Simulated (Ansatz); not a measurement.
Reaction (cleavage of the Si–Si bond): `CB(N)[SiH2][SiH3]` + `C[Si](O)(O)Br` → `C[Si](O)(Br)O[SiH3]` + `CB(N)[SiH3]`

Computed with Ansatz on PBE0-D4/def2-TZVP structures; ΔE is electronic, products minus reactants. CBS: MP2 limit from def2 TZ/QZ plus the TZ coupled-cluster correction, frozen cores. Functionals use def2-TZVPP. B3LYP here is the variant with VWN-RPA as its local correlation; programs differ in this. For Br outer-core shells are correlated without core-valence functions, which leaves a few kJ/mol of doubt a bond. Scalar relativity is left out up to krypton. Each species was taken in one conformer, which may not be the lowest.

CCSD(T)/CBS gives -23.3 kcal/mol.

Another level gave -18.4 kcal/mol. Which?
A. PBE0/def2-TZVPP
B. B3LYP-D4/def2-TZVPP
C. HF/def2-TZVPP
D. r2SCAN-D4/def2-TZVPP

A. PBE0 -18.4, B3LYP-D4 -23.4, r2SCAN-D4 -21.0, HF/def2-TZVPP -29.7 kcal/mol.

Largest T1 diagnostic among the species: 0.013.

In def2-TZVPP, CCSD(T) changes the Hartree–Fock value by +6.5 kcal/mol (the triples alone add +1.0 kcal/mol) and MP2 by +5.1 kcal/mol. From PBE to PBE0 (25 % exact exchange), in def2-TZVPP and without D4, ΔE moves by −2.1 kcal/mol.
